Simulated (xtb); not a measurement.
CH₉AlO₂Si₂, singlet, at the geometry of the source list (GFN-xTB shapes and energies of metal compounds can be far from the true ones); GFN0-xTB in xtb 6.7.1.

The xtb input:
```
$ xtb mol.xyz --gfn 0 --chrg 0 --uhf 0 --json

# file mol.xyz
15

Al     0.23320000     0.34140000     0.33050000
C      1.06240000     1.71050000     1.50460000
H      1.71880000     1.27540000     2.25640000
H      0.28880000     2.28290000     2.01720000
H      1.64360000     2.42470000     0.92000000
O     -0.89230000     0.82120000    -0.81940000
Si    -1.96860000     1.22190000    -1.97150000
H     -3.29470000     0.88970000    -1.44550000
H     -1.65000000     0.45990000    -3.18450000
H     -1.81570000     2.66310000    -2.18920000
O      0.60780000    -1.29360000     0.44710000
Si     0.94690000    -2.88110000     0.51610000
H     -0.28510000    -3.57150000     0.90400000
H      1.99350000    -3.05390000     1.52560000
H      1.41140000    -3.29080000    -0.81140000
```

What the program printed (banner, timings and long lists left out):

```
   ID    Z sym.   atoms
    1   13 Al     1
    2    6 C      2
    3    1 H      3-5, 8-10, 13-15
    4    8 O      6, 11
    5   14 Si     7, 12

           -------------------------------------------------
          |                Calculation Setup                |
           -------------------------------------------------

           -------------------------------------------------
          |                 G F N 0 - x T B                 |
           -------------------------------------------------

          ...................................................
          :                      SETUP                      :
          :.................................................:
          :  # basis functions                  60          :
          :  # atomic orbitals                  57          :
          :  # shells                           33          :
          :  # electrons                        36          :
          :  electronic temp.          300.0000000     K    :
          :  accuracy                    1.0000000          :
          :  -> integral cutoff          0.2500000E+02      :
          :  -> integral neglect         0.1000000E-07      :
          ...................................................

         :::::::::::::::::::::::::::::::::::::::::::::::::::::
         ::                     SUMMARY                     ::
         :::::::::::::::::::::::::::::::::::::::::::::::::::::
         :: total energy             -18.661941071055 Eh    ::
         :: gradient norm              0.039546815504 Eh/a0 ::
         :: HOMO-LUMO gap              4.627477517455 eV    ::
         ::.................................................::
         :: H0 energy                -18.642062856789 Eh    ::
         :: repulsion energy           0.176285903959 Eh    ::
         :: electrostat energy        -0.192062875312 Eh    ::
         :: -> Gsolv                   0.000000000000 Eh    ::
         ::    -> Gsasa                0.000000000000 Eh    ::
         ::    -> Gshift               0.000000000000 Eh    ::
         :: dispersion energy         -0.004101242912 Eh    ::
         :: short-range corr.         -0.000000000000 Eh    ::
         :: add. restraining           0.000000000000 Eh    ::
         :: total charge              -0.000000000000 e     ::
         :::::::::::::::::::::::::::::::::::::::::::::::::::::

           -------------------------------------------------
          |                Property Printout                |
           -------------------------------------------------

    * Orbital Energies and Occupations

         #    Occupation            Energy/Eh            Energy/eV
      -------------------------------------------------------------
         1        2.0000           -0.6841869             -18.6177
       ...           ...                  ...                  ...
         6        2.0000           -0.5302183             -14.4280
         7        2.0000           -0.5294397             -14.4068
         8        2.0000           -0.4911542             -13.3650
         9        2.0000           -0.4809621             -13.0876
        10        2.0000           -0.4806951             -13.0804
        11        2.0000           -0.4794596             -13.0468
        12        2.0000           -0.4790964             -13.0369
        13        2.0000           -0.4664228             -12.6920
        14        2.0000           -0.4495339             -12.2324
        15        2.0000           -0.4471166             -12.1667
        16        2.0000           -0.4384987             -11.9322
        17        2.0000           -0.4373032             -11.8996
        18        2.0000           -0.4271461             -11.6232 (HOMO)
        19                         -0.2570894              -6.9958 (LUMO)
        20                         -0.2184320              -5.9438
        21                         -0.2178287              -5.9274
        22                         -0.2167189              -5.8972
        23                         -0.2147639              -5.8440
        24                         -0.2110967              -5.7442
        25                         -0.2030969              -5.5265
        26                         -0.1584572              -4.3118
        27                         -0.1505028              -4.0954
        28                         -0.1363088              -3.7092
        29                         -0.1048082              -2.8520
       ...                                ...                  ...
        57                          1.3870412              37.7433
      -------------------------------------------------------------
                  HL-Gap            0.1700567 Eh            4.6275 eV
             Fermi-level            0.0000000 Eh            0.0000 eV

     #   Z          covCN         q      C6AA      α(0)
     1  13 Al       2.430     0.461   139.453    23.377
     2   6 C        3.611    -0.500    36.489     8.811
     3   1 H        0.925     0.161     1.319     1.796
     4   1 H        0.925     0.159     1.335     1.807
     5   1 H        0.925     0.158     1.339     1.810
     6   8 O        1.504    -0.566    24.326     6.663
     7  14 Si       3.584     0.607   134.709    21.530
     8   1 H        0.918    -0.086     5.104     3.534
     9   1 H        0.917    -0.086     5.096     3.531
    10   1 H        0.918    -0.089     5.187     3.562
    11   8 O        1.504    -0.566    24.344     6.665
    12  14 Si       3.585     0.608   134.660    21.526
    13   1 H        0.918    -0.086     5.093     3.530
    14   1 H        0.918    -0.090     5.228     3.576
    15   1 H        0.918    -0.086     5.096     3.531

 Mol. C6AA /au·bohr⁶  :       4533.408396
 Mol. C8AA /au·bohr⁸  :     197331.071160
 Mol. α(0) /au        :        115.247787

Wiberg/Mayer (AO) data.
largest (>0.10) Wiberg bond orders for each atom

 ---------------------------------------------------------------------------
     #   Z sym  total        # sym  WBO       # sym  WBO       # sym  WBO
 ---------------------------------------------------------------------------
     1  13 Al   2.911 --    11 O    0.908     6 O    0.905     2 C    0.862
     2   6 C    3.746 --     3 H    0.939     5 H    0.931     4 H    0.930
                             1 Al   0.862
     3   1 H    0.983 --     2 C    0.939
     4   1 H    0.984 --     2 C    0.930
     5   1 H    0.984 --     2 C    0.931
     6   8 O    2.264 --     7 Si   1.253     1 Al   0.905
     7  14 Si   3.971 --     6 O    1.253     8 H    0.892     9 H    0.891
                            10 H    0.891
     8   1 H    0.912 --     7 Si   0.892
     9   1 H    0.912 --     7 Si   0.891
    10   1 H    0.911 --     7 Si   0.891
    11   8 O    2.271 --    12 Si   1.256     1 Al   0.908
    12  14 Si   3.976 --    11 O    1.256    14 H    0.892    13 H    0.892
                            15 H    0.892
    13   1 H    0.912 --    12 Si   0.892
    14   1 H    0.911 --    12 Si   0.892
    15   1 H    0.912 --    12 Si   0.892
 ---------------------------------------------------------------------------

Topologies differ in total number of bonds
Writing topology from bond orders to xtbtopo.mol

 dipole moment from electron density (au)
     X       Y       Z
   0.2291   0.3293   0.2985  total (Debye):    1.271

           -------------------------------------------------
          | TOTAL ENERGY              -18.661941071055 Eh   |
          | GRADIENT NORM               0.039546815504 Eh/α |
          | HOMO-LUMO GAP               4.627477517455 eV   |
           -------------------------------------------------

normal termination of xtb
```
